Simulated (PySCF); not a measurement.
Pb (lead, neutral) across methods

[Xe] 4f14 5d10 6s2 6p1 7s1, high-spin 3P determinant (an excited configuration). Computed with PySCF 2.14 in aug-cc-pVTZ-PP with ECP60MDF (6s5p4d2f, 55 functions), with a scalar-relativistic core potential.

```csv
method,E (hartree),mean ε 6s β (eV),mean ε 6p α (eV),mean ε 7s α (eV),Σ⟨r²⟩ (bohr²),⟨S²⟩
BLYP,-192.6758,-14.350,-5.763,-1.634,96.08,2.001
r2SCAN,-192.7788,-14.585,-6.300,-1.841,96.34,2.003
UHF,-191.69699,-17.017,-9.159,-2.821,98.78,2.007
B97-3,-192.7348,-15.330,-6.783,-2.102,97.12,2.001
LDA,-192.4262,-14.776,-6.066,-1.879,95.33,2.000
wB97X,-192.7265,-17.807,-8.816,-2.946,98.10,2.001
M06-2X,-192.5797,-16.061,-7.874,-2.574,95.37,2.005
PBE,-192.7274,-14.374,-5.972,-1.859,96.40,2.001
PBE0,-192.6959,-15.309,-6.918,-2.180,96.74,2.002
```

Energies and moments cover only the electrons outside the core potential. Spin-orbit coupling, absent here, splits the open shell strongly. The outer electron is Rydberg-like, and this basis confines it to a smaller radius and binds it less than a complete one would.
